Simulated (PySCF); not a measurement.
Species: N-methyl-4-piperidinol, C6H13NO.
Bonds: C1–N2, N2–C3, C3–C4, C4–C5, C5–O6, C5–C7, C7–C8, N2–C8. Hydrogens: H9, H10, H11 on C1; H12, H13 on C3; H14, H15 on C4; H16 on C5; H17 on O6; H18, H19 on C7; H20, H21 on C8.

The same species was optimised twice, with GFN2-xTB and with PBE0-D3(BJ)/def2-SVP (PySCF), and the same property calculations (PySCF, gas phase) were run on both structures.

```
  coordinate  GFN2-xTB  PBE0-D3(BJ)/def2-SVP  change
   C1–N2 (Å)     1.446                 1.438  -0.008
   C5–C7 (Å)     1.531                 1.523  -0.008
   C4–C5 (Å)     1.530                 1.523  -0.007
   C5–O6 (Å)     1.409                 1.404  -0.005
   N2–C3 (Å)     1.451                 1.446  -0.005
   N2–C8 (Å)     1.451                 1.447  -0.004
   C7–C8 (Å)     1.525                 1.520  -0.005
   C3–C4 (Å)     1.524                 1.520  -0.004
C3–N2–C8 (°)     110.7                 112.1    +1.4
C5–C7–C8 (°)     110.2                 111.4    +1.2
C4–C5–C7 (°)     108.3                 109.5    +1.2
C3–C4–C5 (°)     110.2                 111.4    +1.2
N2–C8–C7 (°)     110.2                 111.3    +1.1
N2–C3–C4 (°)     110.3                 111.3    +1.0
C1–N2–C3 (°)     111.5                 112.6    +1.1
C1–N2–C8 (°)     111.8                 112.6    +0.8
```

Rotational constants: A = 4465, B = 1383, C = 1133 MHz (GFN2-xTB) against A = 4443, B = 1382, C = 1129 MHz (PBE0-D3(BJ)/def2-SVP).

On the GFN2-xTB structure: HOMO (eV) -6.31 [PBE0/pcSseg-1]; LUMO (eV) 1.36 [PBE0/pcSseg-1]; dipole (D) 1.59 [PBE0/pcSseg-1]; GIAO shielding of C1 (ppm) 138.6 [PBE0/pcSseg-1]; GIAO shielding of N2 (ppm) 208.7 [PBE0/pcSseg-1]; GIAO shielding of C3/C8 (mean) (ppm) 129.1 [PBE0/pcSseg-1]; GIAO shielding of C4/C7 (mean) (ppm) 145.7 [PBE0/pcSseg-1]; GIAO shielding of C5 (ppm) 113.3 [PBE0/pcSseg-1]; GIAO shielding of O6 (ppm) 264.9 [PBE0/pcSseg-1].

Q: What do these properties become on the PBE0-D3(BJ)/def2-SVP structure?

A: 
| property | level | on GFN2-xTB | on PBE0-D3(BJ)/def2-SVP | change |
| --- | --- | --- | --- | --- |
| HOMO (eV) | PBE0/pcSseg-1 | -6.31 | -6.23 | +0.08 |
| LUMO (eV) | PBE0/pcSseg-1 | 1.36 | 1.34 | -0.02 |
| dipole (D) | PBE0/pcSseg-1 | 1.59 | 1.59 | 0.00 |
| energy, GFN2-xTB geometry as zero (kcal/mol) | PBE0/pcSseg-1 | 0.0 | -0.4 | -0.4 |
| GIAO shielding of C1 (ppm) | PBE0/pcSseg-1 | 138.6 | 138.1 | -0.5 |
| GIAO shielding of N2 (ppm) | PBE0/pcSseg-1 | 208.7 | 212.6 | +3.9 |
| GIAO shielding of C3/C8 (mean) (ppm) | PBE0/pcSseg-1 | 129.1 | 129.9 | +0.8 |
| GIAO shielding of C4/C7 (mean) (ppm) | PBE0/pcSseg-1 | 145.7 | 145.3 | -0.4 |
| GIAO shielding of C5 (ppm) | PBE0/pcSseg-1 | 113.3 | 114.8 | +1.5 |
| GIAO shielding of O6 (ppm) | PBE0/pcSseg-1 | 264.9 | 265.3 | +0.4 |

The heavy atoms differ by 0.017 Å rms after alignment. Among bonds between heavy atoms C1–N2, C4–C5 and C5–C7 change most and about equally (-0.008 to -0.007 Å). Changes are differences of the printed values. Neither structure is proved a minimum here.
